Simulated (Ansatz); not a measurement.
Computed with Ansatz on PBE0-D4/def2-TZVP structures; ΔE is electronic, products minus reactants. CCSD(T)/CBS adds triple-zeta CCSD(T) − MP2 to the extrapolated MP2 energy (def2 sets, frozen cores). Elements past krypton have def2 core potentials. For In outer-core shells are correlated without core-valence functions, which leaves a few kJ/mol of doubt a bond. One conformer a species, not always the lowest.

`[F][InH][Cl]` + `C=CC(F)S` → `C=[CH][In]([F])[Cl]` + `FCS`  (formal exchange of groups at the In–H bond)

| species | CCSD/def2-TZVPP energy (Eh) |
| --- | --- |
| `[F][InH][Cl]` | -749.60099 |
| `C=CC(F)S` | -614.51104 |
| `C=[CH][In]([F])[Cl]` | -826.84133 |
| `FCS` | -537.27467 |

**Question.** Work out ΔE.

**Answer.** ΔE = (-826.84133) + (-537.27467) − (-749.60099) − (-614.51104) = -0.00397 Eh = -0.11 eV. CCSD(T)/CBS gives -0.12 eV.

Largest T1 diagnostic among the species: 0.015.

The D4 term adds +0.04 eV with B3LYP and +0.02 eV with PBE0; it sums over pairs of atoms, weighted by their polarisabilities, and B3LYP, whose exchange is more repulsive, gets the larger term.

B3LYP here is the variant with VWN-RPA as its local correlation; programs differ in this.
